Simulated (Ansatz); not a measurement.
Steps of a relaxation of CH9BSi3, SMILES `[SiH3]C1B[SiH2][SiH2]1` with RKS PBE0-D4/def2-TZVP.

```sh
$ ansatz run in.yaml --threads 4 --pin off --events-out ev --progress --plain --max-ram 10444MiB
```

```yaml
crystal:
  periodic: [false, false, false]
  atoms:
    - {symbol: Si, position_ang: [-1.177305, 0.851794, 1.429752]}
    - {symbol: C, position_ang: [-0.805732, 0.615031, -0.404849]}
    - {symbol: B, position_ang: [-0.584951, -0.807362, -1.004241]}
    - {symbol: Si, position_ang: [0.943714, -1.838542, -0.336026]}
    - {symbol: Si, position_ang: [1.128350, 0.572219, -0.676039]}
    - {symbol: H, position_ang: [-0.301068, -0.064569, 2.242115]}
    - {symbol: H, position_ang: [-2.617348, 0.524725, 1.725870]}
    - {symbol: H, position_ang: [-0.911126, 2.269116, 1.864734]}
    - {symbol: H, position_ang: [-1.369380, 1.321918, -1.045528]}
    - {symbol: H, position_ang: [-0.776088, -0.997633, -2.197745]}
    - {symbol: H, position_ang: [1.370563, -2.021793, 1.093146]}
    - {symbol: H, position_ang: [1.653539, -2.786559, -1.255573]}
    - {symbol: H, position_ang: [1.820346, 1.127072, 0.536559]}
    - {symbol: H, position_ang: [1.613583, 1.205381, -1.943375]}
basis:
  gaussian: {orbitals: def2-TZVP}
hamiltonian: {xc: pbe0, dispersion: d4}
relax: {f_tol: 0.005, max_steps: 150}
```

Positions (Å) and forces (eV/Å) along the path, 10 of 10 steps:

```xyz
14
step=1 energy=-25481.0755 eV
Si   -1.177    0.852    1.430    0.065   -0.015   -0.099
C    -0.806    0.615   -0.405    0.030    0.057   -0.113
B    -0.585   -0.807   -1.004   -0.027    0.069   -0.202
Si    0.944   -1.839   -0.336    0.149    0.086    0.004
Si    1.128    0.572   -0.676   -0.097    0.100    0.119
H    -0.301   -0.065    2.242   -0.179    0.185   -0.182
H    -2.617    0.525    1.726    0.306    0.068   -0.070
H    -0.911    2.269    1.865   -0.061   -0.296   -0.103
H    -1.369    1.322   -1.046    0.301   -0.357    0.318
H    -0.776   -0.998   -2.198    0.078    0.089    0.436
H     1.371   -2.022    1.093   -0.122    0.041   -0.311
H     1.654   -2.787   -1.256   -0.184    0.193    0.193
H     1.820    1.127    0.537   -0.150   -0.104   -0.265
H     1.614    1.205   -1.943   -0.108   -0.116    0.274
14
step=2 energy=-25481.1212 eV
Si   -1.161    0.845    1.416    0.003   -0.020   -0.116
C    -0.800    0.606   -0.405    0.060    0.021    0.003
B    -0.592   -0.812   -0.996    0.024    0.068   -0.086
Si    0.943   -1.820   -0.336    0.074    0.021    0.004
Si    1.121    0.571   -0.662   -0.105    0.013    0.044
H    -0.291   -0.065    2.216   -0.038    0.051   -0.039
H    -2.587    0.519    1.709    0.071    0.017    0.001
H    -0.901    2.251    1.842   -0.006   -0.070   -0.021
H    -1.352    1.308   -1.041    0.077   -0.097    0.098
H    -0.774   -0.994   -2.177   -0.011    0.016    0.128
H     1.352   -2.007    1.083   -0.038   -0.005   -0.075
H     1.630   -2.771   -1.247   -0.047    0.043    0.054
H     1.800    1.130    0.539   -0.039   -0.020   -0.057
H     1.599    1.210   -1.913   -0.025   -0.036    0.061
14
step=3 energy=-25481.1260 eV
Si   -1.158    0.842    1.406    0.015   -0.002   -0.010
C    -0.795    0.605   -0.407    0.047   -0.019    0.008
B    -0.588   -0.810   -0.995   -0.049   -0.021   -0.022
Si    0.951   -1.811   -0.338    0.005   -0.002    0.017
Si    1.118    0.574   -0.654   -0.017    0.007    0.024
H    -0.285   -0.061    2.203    0.008   -0.010    0.007
H    -2.577    0.516    1.708   -0.006   -0.002   -0.002
H    -0.896    2.243    1.830   -0.002    0.016    0.001
H    -1.345    1.304   -1.038   -0.014    0.010   -0.013
H    -0.789   -0.997   -2.166   -0.004    0.004   -0.002
H     1.341   -2.015    1.079   -0.004    0.004    0.007
H     1.626   -2.769   -1.243    0.006    0.002   -0.012
H     1.788    1.140    0.544    0.008    0.006    0.004
H     1.595    1.209   -1.902    0.006    0.007   -0.007
14
step=4 energy=-25481.1264 eV
Si   -1.153    0.841    1.404   -0.009    0.001    0.007
C    -0.794    0.603   -0.408    0.013    0.003   -0.006
B    -0.591   -0.812   -0.996   -0.023   -0.012   -0.021
Si    0.948   -1.811   -0.336    0.018   -0.002    0.002
Si    1.117    0.574   -0.651    0.008    0.004    0.013
H    -0.280   -0.062    2.202    0.004    0.000    0.002
H    -2.573    0.514    1.706   -0.003   -0.002    0.005
H    -0.894    2.244    1.827    0.003    0.003    0.000
H    -1.345    1.302   -1.038   -0.009    0.009   -0.001
H    -0.793   -0.997   -2.168   -0.009   -0.001   -0.002
H     1.334   -2.013    1.082   -0.004   -0.003    0.003
H     1.628   -2.763   -1.243    0.004   -0.005    0.001
H     1.787    1.142    0.546    0.003    0.006    0.003
H     1.596    1.209   -1.899    0.004   -0.001   -0.006
14
step=5 energy=-25481.1264 eV
Si   -1.151    0.839    1.402    0.023   -0.025    0.006
C    -0.793    0.602   -0.412   -0.017    0.000    0.029
B    -0.595   -0.813   -1.004   -0.005   -0.001    0.010
Si    0.951   -1.809   -0.336   -0.040    0.028   -0.029
Si    1.118    0.573   -0.651    0.023    0.018    0.020
H    -0.273   -0.062    2.197   -0.003    0.003    0.009
H    -2.569    0.510    1.709   -0.002    0.000   -0.003
H    -0.892    2.242    1.825    0.000    0.003   -0.005
H    -1.349    1.308   -1.030    0.014   -0.022   -0.033
H    -0.808   -0.996   -2.173    0.001   -0.013   -0.009
H     1.319   -2.011    1.087    0.000   -0.003    0.001
H     1.642   -2.761   -1.236   -0.003   -0.002    0.004
H     1.783    1.144    0.548    0.010    0.016    0.001
H     1.603    1.205   -1.898   -0.001   -0.001   -0.001
14
step=6 energy=-25481.1270 eV
Si   -1.149    0.837    1.403    0.002   -0.005    0.011
C    -0.792    0.601   -0.411   -0.021    0.004    0.004
B    -0.596   -0.814   -1.005   -0.004    0.003   -0.004
Si    0.949   -1.807   -0.337   -0.004    0.011   -0.007
Si    1.119    0.576   -0.647    0.029    0.002    0.007
H    -0.271   -0.062    2.200   -0.003    0.005   -0.002
H    -2.567    0.507    1.709    0.002   -0.001    0.000
H    -0.891    2.241    1.822   -0.001   -0.004   -0.002
H    -1.346    1.305   -1.033    0.010   -0.011   -0.006
H    -0.810   -0.998   -2.173   -0.006   -0.004   -0.003
H     1.314   -2.013    1.086   -0.002   -0.004    0.001
H     1.638   -2.761   -1.236    0.000    0.001    0.004
H     1.784    1.155    0.548    0.002    0.004   -0.001
H     1.604    1.205   -1.896   -0.005   -0.002   -0.001
14
step=7 energy=-25481.1272 eV
Si   -1.147    0.835    1.403    0.003   -0.004   -0.006
C    -0.792    0.599   -0.412    0.007   -0.005   -0.006
B    -0.597   -0.814   -1.008   -0.017    0.006    0.002
Si    0.950   -1.805   -0.337   -0.001    0.001    0.000
Si    1.122    0.577   -0.644    0.012   -0.002    0.013
H    -0.266   -0.063    2.198   -0.001    0.000    0.003
H    -2.564    0.504    1.713    0.001   -0.001   -0.001
H    -0.889    2.240    1.821   -0.001    0.000   -0.001
H    -1.343    1.305   -1.035   -0.003   -0.003    0.002
H    -0.815   -0.999   -2.176   -0.003    0.002   -0.002
H     1.298   -2.020    1.089    0.003    0.004   -0.001
H     1.644   -2.758   -1.233    0.001    0.000    0.001
H     1.784    1.167    0.547   -0.001    0.003    0.002
H     1.602    1.203   -1.896    0.001   -0.001   -0.005
14
step=8 energy=-25481.1273 eV
Si   -1.143    0.831    1.402   -0.001    0.000   -0.003
C    -0.790    0.598   -0.414    0.008   -0.007   -0.010
B    -0.601   -0.815   -1.014   -0.006    0.013    0.006
Si    0.949   -1.801   -0.338    0.004    0.001    0.008
Si    1.125    0.577   -0.639    0.007   -0.005    0.000
H    -0.260   -0.064    2.197    0.000   -0.001    0.001
H    -2.559    0.497    1.714    0.000   -0.001   -0.002
H    -0.887    2.237    1.819   -0.001    0.000    0.001
H    -1.341    1.307   -1.034   -0.005    0.000    0.005
H    -0.828   -0.998   -2.180   -0.003   -0.001    0.000
H     1.286   -2.018    1.091   -0.002   -0.002   -0.002
H     1.649   -2.756   -1.228    0.002    0.001    0.000
H     1.783    1.181    0.548    0.000   -0.002   -0.002
H     1.605    1.196   -1.895    0.000    0.003   -0.003
14
step=9 energy=-25481.1274 eV
Si   -1.141    0.829    1.401   -0.004    0.001    0.003
C    -0.787    0.598   -0.415    0.000   -0.006   -0.006
B    -0.603   -0.815   -1.016   -0.001    0.013    0.001
Si    0.950   -1.799   -0.337    0.004   -0.002    0.005
Si    1.128    0.578   -0.638    0.005   -0.002    0.000
H    -0.257   -0.064    2.197    0.000    0.001   -0.002
H    -2.556    0.492    1.712    0.000   -0.001   -0.001
H    -0.888    2.235    1.817   -0.001   -0.001    0.001
H    -1.340    1.308   -1.032    0.001    0.000    0.003
H    -0.837   -0.998   -2.180   -0.002   -0.002    0.001
H     1.276   -2.020    1.093    0.000    0.001   -0.003
H     1.653   -2.754   -1.225   -0.001    0.000    0.000
H     1.784    1.187    0.547   -0.001   -0.001   -0.003
H     1.608    1.194   -1.895    0.000    0.000    0.000
14
step=10 energy=-25481.1274 eV
Si   -1.141    0.828    1.401    0.000   -0.001    0.003
C    -0.786    0.599   -0.415    0.000   -0.003   -0.005
B    -0.604   -0.814   -1.016   -0.004    0.002    0.002
Si    0.950   -1.798   -0.337   -0.002    0.000    0.003
Si    1.130    0.578   -0.637    0.004    0.002   -0.001
H    -0.256   -0.065    2.197   -0.001    0.000   -0.001
H    -2.556    0.488    1.710    0.000    0.000    0.000
H    -0.890    2.234    1.819   -0.001   -0.001    0.000
H    -1.339    1.310   -1.031    0.002    0.000    0.000
H    -0.843   -0.999   -2.180    0.001   -0.001    0.001
H     1.273   -2.019    1.094    0.000    0.001   -0.002
H     1.653   -2.754   -1.223    0.000    0.002    0.000
H     1.786    1.191    0.546    0.000   -0.001   -0.002
H     1.609    1.192   -1.897   -0.001    0.000    0.001
```

Hardware: 4 threads of an Arm Neoverse V1 on a shared host. Wall time 57 s, peak host memory 0.73 GiB.
